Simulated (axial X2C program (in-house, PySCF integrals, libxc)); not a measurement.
# WBr⁻ at several levels of theory

Calculated with an in-house relativistic program for diatomic molecules. Spin-free means the one-electron spin-free X2C Hamiltonian; two-component (2c) means X2C with spin–orbit coupling and atomic mean-field two-electron Coulomb and Gaunt terms, so the difference of the two also holds small scalar two-electron terms. Basis: W dyall-acv3z [14s15p10d7f4g], Br dyall-acv3z [9s10p7d5f1g] (cores contracted in-house); Gaussian nuclei, density fitting, unrestricted open shells. Masses: W 183.951 u, Br 78.918 u.

Input:
```json
{"zs": [74, 35], "q": -1, "bas": ["dyall-acv3z", "dyall-acv3z"], "levels": ["PBE0", "HF", "TPSS"], "cc": true, "r0": 2.51, "thr": -1.0, "nmax": 90, "npts": 10, "nst": 2, "ntry": 6}
```
```bash
python so2c.py task.json out
```

Keys: zs atomic numbers; q charge; bas basis sets; levels methods; cc coupled cluster on or off; r0 starting distance in Å; thr threshold in hartree for freezing inner shells (an s shell follows its p shell); nmax most natural virtual spinors; npts points on the curve; nst determinants followed; ntry starts of the search. HF also brings MP2.

State, spin-free: M_S = 2, Λ = 0 (beyond evenly filled blocks: π+α, π-α, δ+α, δ-α); electrons by block: σα: 21, σβ: 21, π+α: 12, π+β: 11, π-α: 12, π-β: 11, δ+α: 5, δ+β: 4, δ-α: 5, δ-β: 4, φ+α: 1, φ+β: 1, φ-α: 1, φ-β: 1. Fragments: W + Br-.

State, 2c: Ω = 2 (⟨Sz⟩ = 1.96, ⟨Lz⟩ = 0.04 at PBE0); electrons by block: 1/2: 32, -1/2: 33, 3/2: 16, -3/2: 16, 5/2: 6, -5/2: 5, 7/2: 1, -7/2: 1. Fragments: W + Br-.

```csv
Hamiltonian,level,Re (Å),ωe (cm⁻¹),ωexe (cm⁻¹),αe (cm⁻¹),μ (D)
spin-free,PBE0,2.506,198.3,0.708,0.000206,1.23
spin-free,HF,2.618,176.8,0.714,0.000201,3.16
spin-free,CCSD,2.571,185.6,0.703,0.000218,n/a
spin-free,CCSD(T),2.567,185.1,0.694,n/a,n/a
spin-free,TPSS,2.504,194.2,0.705,0.000213,1.40
2c,PBE0,2.505,198.3,0.704,0.000205,1.26
2c,HF,2.620,176.0,0.703,0.0002,2.60
2c,CCSD,2.566,187.9,0.734,0.000215,n/a
2c,CCSD(T),2.562,187.7,0.739,n/a,n/a
2c,TPSS,2.504,193.9,0.699,0.000212,1.46
```

Correlated methods: 14 electrons correlated (number of frozen shells: W 5 s, 4 p, 2 d, 1 f; Br 3 s, 2 p, 1 d), 378 virtual spin orbitals or spinors in MP2, 90 natural virtuals in coupled cluster.

Dipoles are positive if Br is the positive end and refer to the centre of mass.

The state is one determinant whose occupation by symmetry is held fixed; it was picked as the lowest of a PBE0 search that is not exhaustive. De is not given where an atomic determinant may have missed its ground term or J level, or where the truncated virtual space spoils (T). Density functionals use the spin component along the axis (collinear). CCSD and (T) use frozen natural virtuals with an MP2 correction for the truncation; (T) itself is uncorrected, so its De runs slightly low. Other states lie close and PBE0, whose exact exchange favours high spin, may order them wrongly; the determinant shown need not be the ground state. The nearest other spin-free determinant of the search, M_S = 3, Λ = 0, lies 0.03 eV up at the distance of the search. The functionals have no current-density term, which raises determinants with orbital currents, atoms included. With several unpaired electrons one determinant need not be a pure state. Open-shell Ω = 0 determinants with evenly filled partner blocks cannot be reached by this program, so the Ω shown need not be the lowest component. The highest occupied level of some functionals is positive through self-interaction error; at Hartree–Fock it is bound. The determinant is spin-polarised beyond a pure state at some levels (its spin-free form has ⟨S²⟩ too high), which makes Re and μ there less reliable. With the outer-core shells frozen, correlated bond lengths of heavy atoms tend to come out a few hundredths of an ångström too long.

No reliable constants came from MP2 (2c), MP2 (spin-free): no minimum in range, unconverged points, a curve that is not smooth, a change of character along it, or the two Hamiltonians disagreeing along it.

Rough cost a point (2c) on 1 thread(s) of a shared host, integrals apart: PBE0 2 s, HF 2 s, CCSD(T) 8 s, TPSS 1 s.

The whole task took 4.8 min on 1 thread of AMD EPYC 9R45 96-Core Processor (Zen 5), on a shared host.
